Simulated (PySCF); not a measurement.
Gas-phase reaction: 3 InH₂Cl ⇌ InCl + 2 Cl + 2 InH₃

Energies from PySCF (xtb for GFN2), thermal terms from the rigid-rotor harmonic-oscillator model, ideal gas at 1 bar. † marks an energy on the PBE0/def2-TZVP geometry and frequencies; other levels use their own. MP2 and CCSD(T) freeze the core. Open shells (unrestricted): Cl (multiplicity 2, electronic degeneracy 6); the rest are closed-shell singlets. GFN2 has no spin-polarisation term. Spin-orbit splitting is ignored; it lowers the true energy and changes the entropy of Cl. B3LYP is the form with VWN-RPA correlation. In: scalar-relativistic def2 core potential, no spin-orbit coupling. InH₂Cl, InH₃: computed as isolated molecules; such fragments, hydroxides, amides, oligomers or adducts are transient or little studied in the gas. MP2 isn't extrapolated to the basis-set limit; its ΔH°(298 K) is 576.1 kJ in def2-SVP and 603.6 kJ in def2-TZVPP. CCSD(T) isn't extrapolated to the basis-set limit; its ΔH°(298 K) is 537.3 kJ in def2-SVP and 572.7 kJ in def2-TZVPP. The harmonic model lacks anharmonicity and excited electronic states, which grow with temperature; levels with a mode under 35 cm⁻¹ are left out.

```tsv
level	ΔE electronic, kJ	ΔH°(298 K), kJ	ΔS°(298 K), J/K	ΔG°(2000 K), kJ
B3LYP/def2-TZVP†	552	546	214	119
CCSD(T)/def2-TZVPP†	578	573	214	146
GFN2-xTB	558	556	210	142
HF/def2-TZVP†	456	451	214	24
MP2/def2-TZVPP†	609	604	214	177
PBE/def2-TZVP†	597	592	214	165
PBE0/def2-QZVP†	599	594	214	167
PBE0/def2-SVP†	587	582	214	155
PBE0/def2-TZVP	598	593	214	166
LDA/def2-TZVP†	700	694	214	268
ωB97M-V/def2-TZVP†	610	604	214	178
```
ΔH° is lowest at HF/def2-TZVP† and highest at LDA/def2-TZVP†. No reference value is set beside these.
